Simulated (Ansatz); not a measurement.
K2H2, relaxed as a quintet with UKS r2SCAN-D4/def2-TZVP in Ansatz, starting from the r2SCAN-D4/def2-TZVP geometry of the neutral singlet. Force threshold 0.02 eV/Å.

In the quintet geometry the species has come apart into loosely held pieces. At r2SCAN-D4/def2-TZVP a singlet of charge 0 lies 5.01 eV below the quintet, each at its own geometry. The structure comes from a short search, and lower isomers may exist.

Start:

```tsv
atom	x (Å)	y (Å)	z (Å)
K1	-1.486	-0.977	0.249
K2	1.486	0.975	-0.248
H3	0.006	-0.438	-1.673
H4	-0.007	0.439	1.673
```

```
step  energy (eV)  largest force component (eV/Å)  SCF passes
   1  -32672.4140                           0.970          45
   2  -32672.8152                           0.642          39
   3  -32673.1105                           0.495          37
   4  -32673.3643                           0.610          35
   5  -32673.6401                           0.293          32
   6  -32673.7539                           0.150          31
   7  -32673.8277                           0.099          32
   8  -32673.8743                           0.080          29
   9  -32673.9049                           0.062          29
  10  -32673.9265                           0.048          29
  11  -32673.9448                           0.037          29
  12  -32673.9633                           0.029          29
  13  -32673.9791                           0.021          29
  14  -32673.9888                           0.013          29
  15  -32673.9918                           0.008          29
  16  -32673.9924                           0.001          27
  17  -32673.9925                           0.000          23
```

Force components are those of the run's own axes.

End:

| atom | x (Å) | y (Å) | z (Å) |
| --- | --- | --- | --- |
| K1 | -2.180 | -1.452 | 0.371 |
| K2 | 2.199 | 1.425 | -0.364 |
| H3 | 0.007 | -1.046 | -4.051 |
| H4 | -0.026 | 1.073 | 4.044 |

Bonds lost: K1–H3, K1–H4, K2–H3, K2–H4 (atoms count from 1). Metal–metal contacts that move far: K1–K2 3.59 to 5.29 Å. The end holds 3 separate pieces.

The force fell under the threshold at step 14, but the optimiser went on and released 0.004 eV more. No frequencies were taken in this run, so the end may be a saddle point.

Hardware: 4 threads of Arm Neoverse N1 on a shared host. Wall time 78 s.
